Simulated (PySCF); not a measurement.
Which level of theory gave which numbers?

CF3SO3H.
Numbering: `[O:1]=[S:2](=[O:3])([OH:4])[C:5]([F:6])([F:7])[F:8]` (hydrogens: H9 on O4)

The closed-shell ground state was solved 4 times with PySCF (density fitting, gas phase), always in the pcSseg-2 basis (309 functions), with these functionals: B97-2, KT3, PBE0 and wB97X-D. Isolated species at its PBE0-D3(BJ)/def2-TZVP geometry (one conformer only).

```
row  total energy (Eh)  HOMO (eV)  LUMO (eV)  dipole (D)
  P          -972.1729      -8.60      -1.32        2.70
  Q          -962.1791      -9.85      -0.25        2.83
  R          -962.1661     -12.06       1.57        2.88
  S          -961.6461     -10.16      -0.26        2.85
```

Question: Which functional belongs to which row?

Answer: P = KT3, Q = B97-2, R = wB97X-D, S = PBE0. By rising HOMO–LUMO gap: KT3 (GGA) 7.28 eV; B97-2 (global hybrid, 21 % exact exchange) 9.60 eV; PBE0 (global hybrid, 25 % exact exchange) 9.90 eV; wB97X-D (range-separated hybrid) 13.63 eV. Total energies of different functionals aren't bounds to one another; each is stationary for its own functional.

The values belong to the conformer `[O:1]=[S:2](=[O:3])([OH:4])[C:5]([F:6])([F:7])[F:8]`: O1–S2–C5–F6 -55°, H–O4–S2–O1 20°.

The pairwise dispersion term of wB97X-D wasn't added to the energies; at a given geometry it leaves orbitals and properties as they are.
